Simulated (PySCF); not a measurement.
**Electron correlation in Te⁺ (tellurium, charge +1)**

[Kr] 4d10 5s2 5p3, high-spin 4S determinant. Computed with PySCF 2.14 in def2-SVP with the def2 core potential (28 electrons), with scalar relativity through the core potential. Frozen: 4s2 4p6 4d10; 5 electrons correlated.

MP2 pair energies summed by pair of shells (mhartree):

```csv
pair,energy,share (%)
5s-5p,-30.40,65.8
5p-5p,-10.88,23.6
5s-5s,-4.91,10.6
```

Total MP2 correlation energy: -46.19 mhartree.

Same-spin part -12.47 and opposite-spin part -33.72 mhartree; SCS-MP2 scales them by 1/3 and 6/5 to -44.62 mhartree.

```
  level  correlation energy (mhartree)
   CCSD                         -58.93
    (T)                          -0.54
CCSD(T)                         -59.47
```

Diagnostics: T1 = 0.0024, D1 = 0.0039, largest double amplitude 0.058.

Cost of the coupled-cluster step: 0.16 s of wall time on 1 thread of Neoverse-N1 (shared host), for 5 correlated electrons.

Iterations:

```
CC2 = 0
CCSD nocc = (np.int64(4), np.int64(1)), nmo = (17, 17)
frozen orbitals [[0, 1, 2, 3, 4, 5, 6, 7, 8], [0, 1, 2, 3, 4, 5, 6, 7, 8]]
max_cycle = 100
direct = 0
conv_tol = 1e-08
conv_tol_normt = 1e-06
diis_space = 8
diis_start_cycle = 0
Init t2, MP2 energy = -0.0461896794112825
Init E_corr(UCCSD) = -0.0461896794405535
cycle = 1  E_corr(UCCSD) = -0.0560439827577996  dE = -0.00985430332  norm(t1,t2) = 0.0378974
cycle = 2  E_corr(UCCSD) = -0.0581909624991315  dE = -0.00214697974  norm(t1,t2) = 0.0101133
cycle = 3  E_corr(UCCSD) = -0.0589410927911279  dE = -0.000750130292  norm(t1,t2) = 0.00326157
cycle = 4  E_corr(UCCSD) = -0.0589298514172299  dE = 1.12413739e-05  norm(t1,t2) = 0.000359268
cycle = 5  E_corr(UCCSD) = -0.0589306187930746  dE = -7.67375845e-07  norm(t1,t2) = 3.40628e-05
cycle = 6  E_corr(UCCSD) = -0.0589302604162878  dE = 3.58376787e-07  norm(t1,t2) = 6.69712e-06
cycle = 7  E_corr(UCCSD) = -0.0589304655753937  dE = -2.05159106e-07  norm(t1,t2) = 1.00392e-06
cycle = 8  E_corr(UCCSD) = -0.0589304074978114  dE = 5.80775823e-08  norm(t1,t2) = 1.95529e-07
cycle = 9  E_corr(UCCSD) = -0.0589304116498134  dE = -4.15200207e-09  norm(t1,t2) = 2.93337e-08
UCCSD converged
E(UCCSD) = -266.7730902361541  E_corr = -0.05893041164981344
UCCSD(T) correction = -0.000537582536062817
```
